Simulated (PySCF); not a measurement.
## Polarisability and C₆ of Ir²⁺ (iridium, charge +2)

[Xe] 4f14 5d6 6s1, high-spin 6D determinant (an excited configuration). Calculation: PySCF 2.14, in def2-TZVPPD with the def2 core potential (60 electrons); a scalar-relativistic core potential. Coupled (time-dependent) response in atomic units; α is the mean over directions.

| method | mean α (bohr³) | α xx, yy, zz | C₆ (like pair) | S(−4) |
| --- | --- | --- | --- | --- |
| PW91 | 14.76 | 14.84, 14.84, 14.61 | 99.01 | 75.58 |

S(−4) is the Cauchy moment in α(ω) = α(0) + S(−4) ω² + …

Spin-orbit coupling is absent.

α(iu) at PW91:

| u (hartree) | α(iu) (bohr³) |
| --- | --- |
| 0 | 14.76 |
| 0.0500 | 14.58 |
| 0.100 | 14.06 |
| 0.200 | 12.45 |
| 0.300 | 10.71 |
| 0.500 | 7.994 |
| 0.750 | 5.930 |
| 1.00 | 4.642 |
| 1.50 | 3.089 |
| 2.00 | 2.188 |
| 3.00 | 1.239 |
| 5.00 | 0.5380 |

A single London oscillator, α(iu) = α/(1 + u²/ω²), gives C₆ = (3/4) ω α². Matching the computed C₆ needs ω = 4 × 99.01 / (3 × 14.76²) = 0.606 hartree.

For an ion, C₆ is the dispersion term alone; charge-induced terms of lower order in 1/R come first.

The components differ because the open shell of this determinant is not spherical; for a pure term their mean is the scalar polarisability.

Energies and moments cover only the electrons outside the core potential. Spin-orbit coupling, absent here, splits the open shell strongly.
